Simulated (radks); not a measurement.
Results of a calculation; reference values are marked as such.
Ionisation of the strontium ion Sr+, [Kr] 5s1, to Sr2+, [Kr], under several functionals. Dirac Kohn-Sham, spin-unpolarised, spherical densities, finite nucleus; a radial shooting solver on a logarithmic mesh with Libxc functionals.

\begin{tabular}{lrrrrrr}
functional & E(Sr+) (hartree) & Exc (hartree) & IE (eV) & -e(HOMO) (eV) & <r> HOMO (bohr) & IE error (eV) \\ \hline
BLYP & -3180.03562 & -105.41732 & 11.125 & 8.368 & 3.871 & +0.095 \\
exchange-only PBE & -3177.72679 & -103.07503 & 10.677 & 7.861 & 3.963 & -0.353 \\
Wu-Cohen GGA & -3178.97957 & -104.35175 & 10.838 & 8.288 & 3.891 & -0.192 \\
AM05 & -3176.05420 & -101.38092 & 10.863 & 8.296 & 3.897 & -0.168 \\
\end{tabular}

NIST Atomic Spectra Database: 11.030 eV (measured). Closest: BLYP. The Delta-SCF values span 0.45 eV, the total energies 3.98 hartree. The highest occupied level is 5s1/2. Spin polarisation and multiplet splitting are left out, so open shells lie too high by an amount that depends on their filling.

Beside tabulated values, note that spin-unpolarised runs miss the spin-polarisation part of the exchange energy of open shells.
